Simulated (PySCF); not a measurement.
**Radial density of Cu⁺ (copper, charge +1)**

UHF, [Ar] 3d10, closed-shell 1S. All numbers are calculated (PySCF 2.14, scalar relativity by spin-free X2C-1e, in Sapporo-DKH3-DZP-2012 (6s4p3d1f, 40 functions)).

| r (bohr) | 4πr²ρ (e/bohr) |
| --- | --- |
| 0.00105 | 0.3405 |
| 0.00177 | 0.8468 |
| 0.00297 | 2.063 |
| 0.00500 | 4.791 |
| 0.00841 | 10.43 |
| 0.0141 | 20.07 |
| 0.0238 | 31.25 |
| 0.0400 | 35.03 |
| 0.0673 | 28.60 |
| 0.113 | 33.19 |
| 0.190 | 38.71 |
| 0.320 | 19.49 |
| 0.539 | 22.08 |
| 0.906 | 15.18 |
| 1.52 | 3.442 |
| 2.56 | 0.3961 |
| 4.31 | 0.01566 |
| 7.25 | 2.727e-05 |

Densities and radii are taken from the X2C orbitals without a picture-change correction, which distorts them close to the nucleus.
